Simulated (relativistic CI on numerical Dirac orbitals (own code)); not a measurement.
Radial parameters of Os⁷²⁺

Computed by Dirac-Coulomb-Breit CI, KLI orbitals optimised for each configuration, model QED (radiative potential, 1s self-energy scaled to tabulated hydrogen-like ionisation energies), unscaled Slater integrals (own radial code, finite nucleus).

Slater integrals F^k, G^k are unscaled and averaged over j, outside the closed core 1s2; ζ comes from projecting the Hamiltonian with its Breit term on Σ l·s of the shell.

- 2s.2p: G^1(2s,2p) = 1.5915e+06, ζ(2p) = 9.0202e+06 cm⁻¹; <r>(2s) = 0.07114, <r^2>(2s) = 0.006022, <r>(2p) = 0.06317, <r^2>(2p) = 0.004868 (bohr units).
- 2p2: F^2(2p,2p) = 1.4826e+06, ζ(2p) = 9.0012e+06 cm⁻¹; <r>(2p) = 0.06322, <r^2>(2p) = 0.004876 (bohr units).
- 2p.3s: ζ(2p) = 9.1014e+06, G^1(2p,3s) = 164720 cm⁻¹; <r>(2p) = 0.06302, <r^2>(2p) = 0.004847, <r>(3s) = 0.1665, <r^2>(3s) = 0.03174 (bohr units).

Averages of the first 10 configurations, taken without configuration mixing, which lowers the lowest level and can move excited configurations by several eV; other configurations of the list can lie among them:

```json
{"Configuration": "2s2", "Parity": "even", "States": "1", "Average energy above the lowest level (eV)": "11.1"}
{"Configuration": "2s.2p", "Parity": "odd", "States": "12", "Average energy above the lowest level (eV)": "1328.8"}
{"Configuration": "2p2", "Parity": "even", "States": "15", "Average energy above the lowest level (eV)": "2712.3"}
{"Configuration": "2p.3s", "Parity": "odd", "States": "12", "Average energy above the lowest level (eV)": "13043.5"}
{"Configuration": "2p.3p", "Parity": "even", "States": "36", "Average energy above the lowest level (eV)": "13442.6"}
{"Configuration": "2s.3s", "Parity": "even", "States": "4", "Average energy above the lowest level (eV)": "11698.5"}
{"Configuration": "2s.3p", "Parity": "odd", "States": "12", "Average energy above the lowest level (eV)": "12104.1"}
{"Configuration": "2s.3d", "Parity": "even", "States": "20", "Average energy above the lowest level (eV)": "12387.3"}
{"Configuration": "2s.4s", "Parity": "even", "States": "4", "Average energy above the lowest level (eV)": "15683.5"}
{"Configuration": "2s.4p", "Parity": "odd", "States": "12", "Average energy above the lowest level (eV)": "15851.7"}
```
